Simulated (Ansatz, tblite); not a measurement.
Cost and result up the ladder for Si₈Sn₂H₁₈, an alloyed cluster cut from the lattice of silicon (2 Sn, side) (28 atoms). Total charge 0; singlet. Geometry: PBE0-D4/def2-SVP.

Cartesian coordinates in Å:
```
Sn 3.096 0.040 -0.701
Si 0.475 1.671 -3.721
Si 1.033 -1.716 2.289
Si -2.749 -1.955 2.260
Si -0.941 -0.066 -0.565
Si 0.983 0.072 0.771
Si -1.095 1.800 -1.984
Sn 2.833 1.928 -2.727
Si -2.845 -0.116 0.807
Si -0.878 -1.675 3.649
H 4.494 0.316 0.257
H 3.234 -1.526 -1.394
H 0.213 2.717 -4.761
H 0.364 0.326 -4.370
H 2.287 -1.661 3.107
H 1.043 -2.989 1.499
H -4.008 -2.076 3.062
H -2.576 -3.206 1.454
H -0.876 -1.323 -1.381
H 0.921 1.366 1.525
H -0.835 3.025 -1.163
H -2.486 1.895 -2.533
H 2.995 3.501 -2.058
H 4.044 1.734 -3.929
H -2.857 1.144 1.617
H -4.085 -0.147 -0.034
H -0.968 -0.342 4.325
H -0.818 -2.740 4.700
```

Ansatz on 4 threads of Arm Neoverse V2 on a shared host; xTB runs through tblite on one thread. Times are rough, summed over both states, and most runs start from the orbitals of an earlier one. PBE0-D4/def2-SVP serves as the yardstick here, not as an exact answer. The other state is a triplet.

In the def2 sets Sn takes a core potential; there is no spin–orbit coupling. The xTB rows come from tblite.

xTB has no spin-polarisation term.

```tsv
level	functions	vertical triplet (eV)	difference from PBE0-D4/def2-SVP (eV)
GFN2-xTB	108	2.66	-1.83
PBE0-D4/def2-SVP	286	4.49	0.00
GFN1-xTB	126	2.78	-1.71
PBE-D4/def2-SVP	286	4.07	-0.43
```

Problem. Estimate how long each takes.

Solution. GFN1-xTB 0.079 s; GFN2-xTB 0.086 s; PBE-D4/def2-SVP 26 s; PBE0-D4/def2-SVP 65 s. On shared hardware such times vary by a factor of up to 3.
